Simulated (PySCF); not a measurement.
System: C3H10GeN (charge 0, doublet). It need not be the lowest isomer of its formula. 
Geometry from a B3LYP-D3(BJ)/def2-TZVP (Ansatz) optimisation:
SMILES: [N]([GeH3])(CC)[CH2]
```xyz
15

C      0.0120     1.6157     0.9995
N     -0.2821     0.4470     0.3271
Ge     1.1096    -0.5823    -0.3459
C     -1.6079    -0.1310     0.5199
C     -2.6934     0.6225    -0.2443
H     -0.7861     2.1379     1.5053
H      0.9223     2.1410     0.7522
H      2.0921     0.3828    -1.0265
H      0.4799    -1.5632    -1.3468
H      1.8349    -1.3542     0.7785
H     -1.8474    -0.1471     1.5906
H     -1.5896    -1.1707     0.1875
H     -2.7358     1.6670     0.0659
H     -2.4944     0.5966    -1.3169
H     -3.6714     0.1722    -0.0609
```
Charge 0, spin multiplicity 2.

Dispersion corrections to the total energy (kcal/mol) from the dftd3 and dftd4 libraries through PySCF: D3(BJ) without and D4 with the three-body term, each with the damping fitted for the functional named.

```csv
functional,D3(BJ),D4
B2GP-PLYP,-4.83,-3.16
B2PLYP,-6.10,-5.20
HSE06,-5.11,___
HF,-54.84,___
r2SCAN,-2.22,-1.93
LC-wPBE,-7.20,-8.21
PW6B95,___,-6.19
```

Question: Complete the blanks.

Answer: 
- HSE06, D4: -5.84
- HF, D4: -26.26
- PW6B95, D3(BJ): -3.91
